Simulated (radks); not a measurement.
The numbers below are computed, except where a source is named.
Ce2+, configuration [Xe] 4f2. Level of theory: Dirac Kohn-Sham, PBE, spin-unpolarised, spherical densities, finite nucleus; open shells are shared between the two j in proportion to 2j + 1; Fermi nuclear charge, rms radius 4.8771 fm (a radial shooting solver on a logarithmic mesh with Libxc functionals). Some entries of the table are withheld. Estimate them.

orbital      occ.  eigenvalue (hartree)  <r> (bohr)
1s1/2           2             -1478.717     0.02457
2s1/2           2             -236.8520         (1)
2p1/2           2             -223.6479     0.08794
2p3/2           4             -207.2343     0.09415
3s1/2           2             -51.13813      0.2783
3p1/2           2             -45.54448      0.2680
3p3/2           4             -42.31799      0.2802
3d3/2           4             -32.53759      0.2513
3d5/2           6             -31.84447      0.2551
4s1/2           2             -10.51320      0.6386
4p1/2           2              -8.43857      0.6579
4p3/2           4              -7.75055      0.6855
4d3/2           4              -4.34885      0.7437
4d5/2           6              -4.22919      0.7537
5s1/2           2              -1.83635       1.544
5p1/2           2              -1.28662         (2)
5p3/2           4              -1.19176         (3)
4f5/2    0.857143              -0.48164         (4)
4f7/2     1.14286              -0.47100         (5)

Answer. 
(1) 2s1/2 <r> (bohr): 0.1047
(2) 5p1/2 <r> (bohr): 1.737
(3) 5p3/2 <r> (bohr): 1.819
(4) 4f5/2 <r> (bohr): 1.213
(5) 4f7/2 <r> (bohr): 1.230
